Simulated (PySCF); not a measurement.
## TPSS on As (arsenic, neutral)

Configuration: [Ar] 3d10 4s1 4p3 5s1, high-spin 6S determinant (an excited configuration). All numbers are calculated (PySCF 2.14, scalar relativity by spin-free X2C-1e, in aug-cc-pVTZ-DK).

- Total energy: -2260.169 hartree
- One-electron energy: -3137.410 hartree
- Hartree (Coulomb) energy: 961.394 hartree
- Exchange-correlation energy: -84.154 hartree
- ⟨S²⟩: 8.7512
- ⟨L²⟩: 0.000
- Sum of ⟨r⟩: 27.37 bohr
- Sum of ⟨r²⟩: 64.48 bohr²
- Langevin diamagnetic susceptibility: -51.1 ×10⁻⁶ cm³/mol

```csv
shell,electrons,mean orbital energy (hartree),"rms radius, mean of both spins (bohr)"
1s α,1,-431.16389,0.0524
1s β,1,-431.15545,0.0524
2s α,1,-54.98598,0.220
2s β,1,-54.98300,0.220
2p α,3,-48.19830,0.196
2p β,3,-48.19244,0.196
3s α,1,-7.27078,0.641
3s β,1,-7.25877,0.641
3p α,3,-5.16355,0.668
3p β,3,-5.14976,0.668
3d α,5,-1.71723,0.759
3d β,5,-1.69513,0.759
4s α,1,-0.75359,1.99
4p α,3,-0.37441,2.45
5s α,1,-0.06948,5.74
```

The outer electron is Rydberg-like, and this basis confines it to a smaller radius and binds it less than a complete one would.

Densities and radii are taken from the X2C orbitals without a picture-change correction, which distorts them close to the nucleus.
